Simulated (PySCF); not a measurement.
PySCF job for (E)-2-fluorobut-2-ene (C4H7F), SMILES F/C(=C/C)C, TDDFT-CAM-B3LYP/def2-SVPD. Coordinates come from a ωB97X-D3(BJ)/def2-SVP optimisation.

```python
import numpy as np
from pyscf import gto, scf, dft, tdscf

mol = gto.M(
    atom='''
    C    -0.11432989    2.06282625    0.00000000
    C     0.63350726    0.76053449   -0.00000001
    C     0.10418899   -0.46279651    0.00000000
    C    -1.32495147   -0.89904844   -0.00000000
    F     0.93989441   -1.52732179    0.00000000
    H     0.14716241    2.66544903   -0.88579523
    H    -1.20492432    1.92465933   -0.00000000
    H     0.14716241    2.66544903    0.88579524
    H     1.72844061    0.80451019   -0.00000000
    H    -1.52696451   -1.51898738   -0.88822576
    H    -1.52696452   -1.51898739    0.88822576
    H    -2.01345108   -0.04529146   -0.00000000
    ''',
    basis='def2-SVPD',
    charge=0,
    spin=0,
    symmetry=True,
    max_memory=1600,
    verbose=4,
)
mf = dft.RKS(mol, xc='cam-b3lyp').density_fit(auxbasis='def2-universal-jkfit')
mf.grids.level = 3
mf.conv_tol = 1e-9
mf.max_cycle = 100
mf.kernel()
mf.grids = dft.Grids(mol).set(level=1).build(with_non0tab=True)  # coarser grid for the response kernel
td = tdscf.TDDFT(mf)
td.singlet = True
td.nstates = 10
td.conv_tol = 1e-4
td.positive_eig_threshold = 1e-6
td.kernel(x0=td.get_init_guess(mf, 15))
td.analyze()
tt = tdscf.TDA(mf)
tt.singlet = False
tt.nstates = 4
tt.conv_tol = 1e-4
tt.positive_eig_threshold = 1e-6
tt.kernel(x0=tt.get_init_guess(mf, 9))
tt.analyze(verbose=3)
```

It prints:

```
PySCF version 2.14.0

[INPUT] verbose = 4
[INPUT] num. atoms = 12
[INPUT] num. electrons = 40
[INPUT] charge = 0
[INPUT] spin (= nelec alpha-beta = 2S) = 0
[INPUT] symmetry True subgroup None
[INPUT] Mole.unit = angstrom
[INPUT] Symbol           X                Y                Z      unit          X                Y                Z       unit  Magmom
[INPUT]  1 C     -0.114329890000   2.062826250000   0.000000000000 AA   -0.216052179952   3.898176655064   0.000000000000 Bohr   0.0
[INPUT]  2 C      0.633507260000   0.760534490000  -0.000000010000 AA    1.197155219324   1.437201894386  -0.000000018897 Bohr   0.0
[INPUT]  3 C      0.104188990000  -0.462796510000   0.000000000000 AA    0.196888656295  -0.874558655305   0.000000000000 Bohr   0.0
[INPUT]  4 C     -1.324951470000  -0.899048440000   0.000000000000 AA   -2.503795406640  -1.698955324317   0.000000000000 Bohr   0.0
[INPUT]  5 F      0.939894410000  -1.527321790000   0.000000000000 AA    1.776143020910  -2.886219887180   0.000000000000 Bohr   0.0
[INPUT]  6 H      0.147162410000   2.665449030000  -0.885795230000 AA    0.278096650731   5.036968665688  -1.673910387146 Bohr   0.0
[INPUT]  7 H     -1.204924320000   1.924659330000   0.000000000000 AA   -2.276976965628   3.637079016789   0.000000000000 Bohr   0.0
[INPUT]  8 H      0.147162410000   2.665449030000   0.885795240000 AA    0.278096650731   5.036968665688   1.673910406043 Bohr   0.0
[INPUT]  9 H      1.728440610000   0.804510190000   0.000000000000 AA    3.266279375476   1.520303923522   0.000000000000 Bohr   0.0
[INPUT] 10 H     -1.526964510000  -1.518987380000  -0.888225760000 AA   -2.885544725831  -2.870470134871  -1.678503423184 Bohr   0.0
[INPUT] 11 H     -1.526964520000  -1.518987390000   0.888225760000 AA   -2.885544744728  -2.870470153768   1.678503423184 Bohr   0.0
[INPUT] 12 H     -2.013451080000  -0.045291460000   0.000000000000 AA   -3.804871106410  -0.085588455182   0.000000000000 Bohr   0.0

nuclear repulsion = 172.909188674764
point group symmetry = Cs
symmetry origin: [ 1.41729456e-09 -9.44863040e-10 -2.36215766e-09]
symmetry axis x: [ 1.00000000e+00  1.24295268e-10 -1.46105420e-09]
symmetry axis y: [ 1.24295268e-10 -1.00000000e+00  3.65799470e-10]
symmetry axis z: [-1.46105420e-09 -3.65799426e-10 -1.00000000e+00]
num. orbitals of irrep A' = 106
num. orbitals of irrep A" = 53
number of shells = 69
number of NR pGTOs = 223
number of NR cGTOs = 159
basis = def2-SVPD
ecp = {}


******** <class 'pyscf.df.df_jk.DFSymAdaptedRKS'> ********
method = DFSymAdaptedRKS
initial guess = minao
damping factor = 0
level_shift factor = 0
DIIS = <class 'pyscf.scf.diis.CDIIS'>
diis_start_cycle = 1
diis_space = 8
diis_damp = 0
SCF conv_tol = 1e-09
SCF conv_tol_grad = None
SCF max_cycles = 100
direct_scf = False
XC library pyscf.dft.libxc version 7.1.2
    S. Lehtola, C. Steigemann, M. J. T. Oliveira, and M. A. L. Marques,  SoftwareX 7, 1–5 (2018)
XC functionals = cam-b3lyp
    T. Yanai, D. P. Tew, and N. C. Handy,  Chem. Phys. Lett. 393, 51 (2004)
radial grids:
    Treutler-Ahlrichs [JCP 102, 346 (1995); DOI:10.1063/1.469408] (M4) radial grids

becke partition: Becke, JCP 88, 2547 (1988); DOI:10.1063/1.454033
pruning grids: <function nwchem_prune>
grids dens level: 3
symmetrized grids: True
atomic radii adjust function: <function treutler_atomic_radii_adjust>
small_rho_cutoff = 0
Freeze 0 electrons in irreps []
    40 free electrons in irreps A' A"
Set gradient conv threshold to 3.16228e-05
Initial guess from minao.
tot grids = 139392
******** <class 'pyscf.df.df.DF'> ********
auxbasis = def2-universal-jkfit
Create RSH-DF object <pyscf.df.df.DF object> for omega=0.33
******** <class 'pyscf.df.df.DF'> ********
auxbasis = auxmol.basis = def2-universal-jkfit
init E= -256.597617570858
HOMO (A") = -0.263020169500297  LUMO (A") = -0.0077582463429493  gap/eV = 6.94603
cycle= 1 E= -256.127010423106  delta_E= 0.471  |g|= 0.463  |ddm|= 5.55
HOMO (A") = -0.286511691821042  LUMO (A') = 0.0500251313168167  gap/eV = 9.15763
cycle= 2 E= -256.122641507038  delta_E= 0.00437  |g|= 0.535  |ddm|= 1.02
HOMO (A") = -0.298886381815264  LUMO (A') = 0.0500061702249397  gap/eV = 9.49385
cycle= 3 E= -256.170696840662  delta_E= -0.0481  |g|= 0.0472  |ddm|=  0.5
HOMO (A") = -0.305815754675483  LUMO (A') = 0.0492246253737889  gap/eV = 9.66114
cycle= 4 E= -256.171112046895  delta_E= -0.000415  |g|= 0.0194  |ddm|= 0.101
HOMO (A") = -0.303698633377939  LUMO (A') = 0.0501787624649861  gap/eV = 9.62949
cycle= 5 E= -256.171203308102  delta_E= -9.13e-05  |g|= 0.00454  |ddm|= 0.0428
HOMO (A") = -0.30375750979207  LUMO (A') = 0.0500588937094184  gap/eV = 9.62783
cycle= 6 E= -256.171207661777  delta_E= -4.35e-06  |g|= 0.00172  |ddm|= 0.00976
HOMO (A") = -0.303855492082262  LUMO (A') = 0.0500414518868153  gap/eV = 9.63003
cycle= 7 E= -256.171208365988  delta_E= -7.04e-07  |g|= 0.000529  |ddm|= 0.00256
HOMO (A") = -0.303870165249195  LUMO (A') = 0.0500385448116001  gap/eV = 9.63035
cycle= 8 E= -256.171208435163  delta_E= -6.92e-08  |g|= 0.000113  |ddm|= 0.00133
HOMO (A") = -0.303848053157967  LUMO (A') = 0.050039801991562  gap/eV = 9.62978
cycle= 9 E= -256.171208438874  delta_E= -3.71e-09  |g|= 3.67e-05  |ddm|= 0.000355
HOMO (A") = -0.303853293807691  LUMO (A') = 0.0500402470145112  gap/eV = 9.62993
cycle= 10 E= -256.171208439289  delta_E= -4.15e-10  |g|= 5.6e-06  |ddm|= 0.000129
HOMO (A") = -0.303852593496116  LUMO (A') = 0.0500399266690952  gap/eV = 9.62991
Extra cycle  E= -256.171208439294  delta_E= -4.21e-12  |g|= 4.3e-06  |ddm|= 2.19e-05
converged SCF energy = -256.171208439294
tot grids = 43328
Overwritten attributes  positive_eig_threshold  of <class 'pyscf.tdscf.rks.TDDFT'>


******** <class 'pyscf.tdscf.rks.TDDFT'> for <class 'pyscf.df.df_jk.DFSymAdaptedRKS'> ********
nstates = 10 singlet
deg_eia_thresh = 1.000e-03
wfnsym = None
conv_tol = 0.0001
eigh lindep = 1e-12
eigh level_shift = 0
eigh max_cycle = 100


Excitation energies (eV)
[6.67499734 7.27836119 7.3898722  7.64398669 8.21832018 8.76349991
 8.96681726 9.03633075 9.25357189 9.46304363]

** Singlet excitation energies and oscillator strengths **
Excited State   1:   A"      6.67500 eV    185.74 nm  f=0.0004
      20 -> 21        0.67955
      20 -> 24        0.16712
Excited State   2:  ???      7.27836 eV    170.35 nm  f=0.4637
      20 -> 22        0.69804
Excited State   3:  ???      7.38987 eV    167.78 nm  f=0.0003
      20 -> 23       -0.59281
      20 -> 24       -0.18757
      20 -> 25        0.29854
Excited State   4:  ???      7.64399 eV    162.20 nm  f=0.0159
      20 -> 21       -0.15884
      20 -> 23       -0.20671
      20 -> 24        0.64749
Excited State   5:  ???      8.21832 eV    150.86 nm  f=0.0077
      20 -> 23        0.30908
      20 -> 25        0.57682
      20 -> 26        0.11896
      20 -> 32       -0.13394
Excited State   6:  ???      8.76350 eV    141.48 nm  f=0.0017
      20 -> 25       -0.11804
      20 -> 26        0.65971
      20 -> 29        0.16472
Excited State   7:  ???      8.96682 eV    138.27 nm  f=0.0001
      17 -> 22       -0.11075
      19 -> 22        0.67408
Excited State   8:  ???      9.03633 eV    137.21 nm  f=0.0594
      20 -> 27       -0.67592
      20 -> 28        0.15269
Excited State   9:  ???      9.25357 eV    133.99 nm  f=0.0069
      20 -> 27        0.16691
      20 -> 28        0.57838
      20 -> 30        0.35350
Excited State  10:  ???      9.46304 eV    131.02 nm  f=0.0312
      20 -> 25        0.15951
      20 -> 26       -0.12135
      20 -> 29        0.63765
      20 -> 32        0.17721

** Transition electric dipole moments (AU) **
state          X           Y           Z        Dip. S.      Osc.
  1         0.0000     -0.0000      0.0487      0.0024      0.0004
  2        -0.6368     -1.4815     -0.0000      2.6003      0.4637
  3         0.0000     -0.0000      0.0407      0.0017      0.0003
  4        -0.0000      0.0000      0.2917      0.0851      0.0159
  5         0.0000     -0.0000      0.1959      0.0384      0.0077
  6        -0.0000      0.0000      0.0889      0.0079      0.0017
  7        -0.0000      0.0000     -0.0151      0.0002      0.0001
  8        -0.0624      0.5140     -0.0000      0.2681      0.0594
  9         0.0172      0.1739     -0.0000      0.0305      0.0069
 10         0.0000     -0.0000     -0.3666      0.1344      0.0312

** Transition velocity dipole moments (imaginary part, AU) **
state          X           Y           Z        Dip. S.      Osc.
  1        -0.0000      0.0000      0.0198      0.0004      0.0011
  2        -0.1680     -0.3918      0.0000      0.1817      0.4530
  3        -0.0000      0.0000      0.0050      0.0000      0.0001
  4        -0.0000      0.0000      0.0954      0.0091      0.0216
  5        -0.0000      0.0000      0.0600      0.0036      0.0080
  6        -0.0000      0.0000      0.0242      0.0006      0.0012
  7         0.0000      0.0000     -0.0057      0.0000      0.0001
  8        -0.0171      0.1651     -0.0000      0.0275      0.0553
  9         0.0046      0.0604      0.0000      0.0037      0.0072
 10        -0.0000     -0.0000     -0.1361      0.0185      0.0355

** Transition magnetic dipole moments (imaginary part, AU) **
state          X           Y           Z
  1         0.0647      0.4949      0.0000
  2         0.0000     -0.0000      0.4665
  3        -0.6806     -0.0729      0.0000
  4        -0.4222     -0.0009      0.0000
  5         0.2497     -0.2926      0.0000
  6        -0.1826     -0.0919      0.0000
  7         0.6539     -1.2341     -0.0000
  8         0.0000     -0.0000     -0.1225
  9         0.0000      0.0000      0.3774
 10        -0.1045     -0.2496      0.0000
Overwritten attributes  positive_eig_threshold  of <class 'pyscf.tdscf.rks.TDA'>


******** <class 'pyscf.tdscf.rks.TDA'> for <class 'pyscf.df.df_jk.DFSymAdaptedRKS'> ********
nstates = 4 triplet
deg_eia_thresh = 1.000e-03
wfnsym = None
conv_tol = 0.0001
eigh lindep = 1e-12
eigh level_shift = 0
eigh max_cycle = 100


Excitation energies (eV)
[4.32865291 6.55390621 7.19651214 7.55776263]

** Triplet excitation energies and oscillator strengths **
Excited State   1:   A'      4.32865 eV    286.43 nm  f=0.0000
Excited State   2:   A"      6.55391 eV    189.18 nm  f=0.0000
Excited State   3:   A"      7.19651 eV    172.28 nm  f=0.0000
Excited State   4:   A"      7.55776 eV    164.05 nm  f=0.0000
```

Self-consistency was reached.
